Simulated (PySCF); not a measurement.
Q: Write a Z-matrix for `[NH2][GeH2][SiH3]` as optimised with PBE0-D3(BJ)/def2-SVP.

A: 
Z-matrix in Å and degrees, rows numbered from 1:
```
N 
Ge  1  1.8455
Si  2  2.3826  1  106.85
H   1  1.0174  2  113.83  3   173.51
H   1  1.0170  2  113.88  3   -62.23
H   2  1.5539  1  114.48  3   122.16
H   2  1.5413  1  106.15  3  -119.02
H   3  1.4959  2  110.34  1   177.03
H   3  1.4964  2  109.95  1    57.49
H   3  1.4942  2  110.41  1   -62.44
```

Ge2 (germanium bonded to N, Si and 2 H) is distorted tetrahedral (angles from 106.2° to 114.5°). Si3 (SiH3 silicon) is tetrahedral (angles from 108.4° to 110.4°). N1 (nitrogen bonded to Ge and 2 H) is pyramidal (angles 113.9°, 113.8° and 107.9°, sum 335.6°, 0.35 Å off the plane of its three neighbours).

Method: PBE0-D3(BJ)/def2-SVP geometry optimisation, gas phase in PySCF.

Whether it is a minimum is left open (no frequencies). One conformer, not necessarily the lowest (H–N1–Ge2–Si3 174° and -62°).

Hardware: one thread, Arm Neoverse V2 (aarch64), shared host with 96 logical CPUs at a one-minute load of 84. Cost: 22 s wall, 0.41 GiB resident at most. These figures are those of the optimisation.
